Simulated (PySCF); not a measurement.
Species: C5H5F3O2.
Numbering: `[OH:1][C@@:2]12[CH2:3][C@@H:4]1[C@H:5]2[O:6][C:7]([F:8])([F:9])[F:10]`

Cartesian coordinates in Å at the GFN2-xTB level; atoms count from 1:
```xyz
15
C5H5F3O2 angstrom
O     -1.3863    1.4592   -0.1287
C     -1.0427    0.1503   -0.1603
C     -1.8900   -1.0483   -0.4214
C     -0.5979   -0.8638   -1.1667
C      0.2360   -0.5991    0.0535
O      1.4675    0.0897   -0.2103
C      1.9928    0.7389    0.8065
F      3.1986    1.1868    0.4779
F      1.2732    1.8209    1.1805
F      2.1312    0.0063    1.9218
H     -0.6404    2.0206   -0.3750
H     -1.9651   -1.8234    0.3326
H     -2.8040   -0.8783   -0.9725
H     -0.3303   -0.9071   -2.1972
H      0.3529   -1.3449    0.8373
```

Probes without a nucleus sit at each ring's centroid and 1 Å off its mean plane on both sides; NICS is minus the shielding there, NICSzz its component along the normal. Level: GIAO PBE0/pcSseg-1 (PySCF, non-relativistic, gas phase) on the GFN2-xTB geometry, one conformer.

Ring bond lengths (Å), with Mayer bond orders in brackets: C2–C3 1.491 (0.99), C3–C4 1.503 (0.93), C4–C2 1.496 (0.78); C2–C4 1.496 (0.78), C4–C5 1.501 (0.95), C5–C2 1.497 (0.95).

Problem. What do the NICS probes read (ppm)?

Solution. 
```tsv
ring	type	NICS(0)	NICS(1), two faces	NICS(1)zz, two faces	rms pucker (Å)	centre to ring atoms, mean (Å)
C2–C3–C4	3-membered carbocycle; formal bonds all single	-43.4	-5.4 / -15.6	-15.8 / -22.2	0.00	0.86
C2–C4–C5	3-membered carbocycle; formal bonds all single	-40.2	-15.7 / -5.0	-21.9 / -11.8	0.00	0.87
```

Problem. What can be read from them?

Solution. 
- C2–C3–C4: mean NICS(1)zz -19.0 ppm, shielded. C2, C3, C4 have four or more neighbours, so the value isn't read as a sign of a π ring current. The two faces differ by 6.4 ppm, so no symmetry operation interchanges them. NICS(0) lies 33 ppm below the mean NICS(1).
- C2–C4–C5: mean NICS(1)zz -16.8 ppm, shielded. C2, C4, C5 have four or more neighbours; no verdict on aromaticity is drawn. The two faces differ by 10.1 ppm, so no symmetry operation interchanges them. NICS(0) lies 30 ppm below the mean NICS(1).
